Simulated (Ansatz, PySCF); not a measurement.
Gas-phase reaction 2 R1 → 2 P1 + P2, each structure at its B3LYP-D3(BJ)/def2-TZVP stationary point, reached from a drawn start (curvature not checked).
P1, H2 (SMILES [H][H]) (charge 0, multiplicity 1, Z-matrix in Å and degrees):
```
H
H 1 0.7440
```
R1, H2O (SMILES O) (charge 0, multiplicity 1):
```xyz
3

O      0.0000     0.0000     0.3896
H      0.0000     0.7650    -0.1949
H      0.0000    -0.7650    -0.1949
```
P2: O2 (SMILES O=O), charge 0, multiplicity 3.

P less R. No zero-point or thermal terms; singlets are restricted closed shells; open shells are unrestricted; no spin–orbit coupling.

Frozen-core correlation throughout.

Run with Ansatz (Gaussian orbitals); PySCF for the D3/D4 terms. No computed number here is a measurement.

Q: What reaction energy does B97M-V/def2-TZVPP give?

A: 494 kJ/mol

Q: What is the computed reaction energy (BLYP/def2-TZVPP)?

A: 452 kJ/mol

Q: What reaction energy does B2PLYP-D4/def2-TZVPP give?

A: 493 kJ/mol

Ansatz is a quantum-chemistry and plane-wave program.
